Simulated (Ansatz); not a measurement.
## Stretch profile

InOF2 (SMILES [O][In]([F])[F]), doublet, at its PBE0-D4/def2-TZVP minimum:

```tsv
atom	x (Å)	y (Å)	z (Å)
O1	-1.0320	-0.0296	1.6983
In2	0.0055	-0.0152	0.0085
F3	1.4575	-1.2365	-0.3113
F4	-0.3755	1.2210	-1.4158
```

The bond length In2–F3 (1.924 Å at the minimum) is set to the values below, with the rest relaxed at PBE0-D4/def2-TZVP at each step. Each method's energies count from its own value at the PBE0-D4 minimum structure. 1 of 9 computed points, where the reference changed state or T1 grew large, are left out. Computed with Ansatz 0.2.0 (basis: def2-TZVPP); correlated methods freeze the cores; orbitals are unrestricted. Filled d shells of the heavier atoms are correlated. Core potentials replace the inner electrons of the atoms past krypton. The def2 sets are not built for correlating such inner shells, so the correlated values are less sure here.

CCSD(T) energies along the scan:
```csv
bond length (Å),CCSD(T) (kJ/mol)
1.693,92.0
1.760,40.6
1.858,5.4
1.973,2.7
2.099,26.9
2.236,69.2
2.381,120.8
2.534,175.6
```
They count from the CCSD(T) energy at the PBE0-D4 minimum.

Minimum and curvature along this coordinate at CCSD(T): A fifth-order fit through the nearest points gives 1.922 Å, with a curvature of about 24 eV/Å².

Largest difference from the CCSD(T) curve over the scan: r2SCAN-D4 17.6; wB97M-V 3.1; MP2 4.1 kJ/mol. Each curve counts from its own value at the minimum.

T1 diagnostic: at most 0.025. ⟨S²⟩ of the unrestricted Hartree–Fock references: 0.76 to 0.77 (a pure state has 0.75).

For scale, one of the runs: CCSD(T)/def2-TZVPP, 143 basis functions (an equivalent command: `ansatz run in.yaml --threads 4`). Hardware: 4 CPU threads, shared host. Wall time 38 s; peak host memory 2.8 GiB.
